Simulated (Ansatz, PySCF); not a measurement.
C₃H₂FNS, SMILES Fc1cscn1. Atoms are numbered in the order given.

```xyz
8

F     -0.2039     2.2916     0.0000
C     -0.0417     0.9782     0.0000
C     -1.0828     0.0805     0.0000
S     -0.4221    -1.5095     0.0000
C      1.1724    -0.8220     0.0000
N      1.2140     0.4821     0.0000
H     -2.1526     0.2802     0.0000
H      2.0562    -1.4648     0.0000
```
Charge 0, spin multiplicity 1.

Geometry: r2SCAN-D4/def2-SVP.

Two levels are set side by side: PBE-D3(BJ)/def2-SVP (Ansatz, a quantum-chemistry and plane-wave program) and r2SCAN-D4/def2-SVP (Ansatz). Each level has its own optimised geometry; the coordinates shown are those of the second. Frequencies come from the Hessian of PySCF at each geometry. Differences are taken from unrounded values.

| quantity | r2SCAN-D4 |
|---|---|
| mean bond length (Å) | 1.374 |
| bond F1–C2 (Å) | 1.323 |
| bond C2–C3 (Å) | 1.375 |
| bond C2–N6 (Å) | 1.350 |
| bond C3–S4 (Å) | 1.722 |
| bond S4–C5 (Å) | 1.736 |
| bond C5–N6 (Å) | 1.305 |
| bond C3–H7 (Å) | 1.088 |
| bond C5–H8 (Å) | 1.093 |
| highest harmonic wavenumber (cm⁻¹) | 3280 |
| mean harmonic wavenumber (cm⁻¹) | 1155 |
| zero-point energy (kcal/mol) | 29.71 |

Problem. What does PBE-D3(BJ) give, and how far is it from r2SCAN-D4? (An estimate is asked for; the answer gives what the named calculation found.)

Solution. 
| quantity | PBE-D3(BJ) | PBE-D3(BJ) minus r2SCAN-D4 |
|---|---|---|
| mean bond length (Å) | 1.382 | 0.008 |
| bond F1–C2 (Å) | 1.331 | 0.008 |
| bond C2–C3 (Å) | 1.383 | 0.008 |
| bond C2–N6 (Å) | 1.358 | 0.008 |
| bond C3–S4 (Å) | 1.730 | 0.008 |
| bond S4–C5 (Å) | 1.748 | 0.011 |
| bond C5–N6 (Å) | 1.311 | 0.006 |
| bond C3–H7 (Å) | 1.095 | 0.007 |
| bond C5–H8 (Å) | 1.100 | 0.007 |
| highest harmonic wavenumber (cm⁻¹) | 3213 | -67 |
| mean harmonic wavenumber (cm⁻¹) | 1125 | -30 |
| zero-point energy (kcal/mol) | 28.95 | -0.76 |
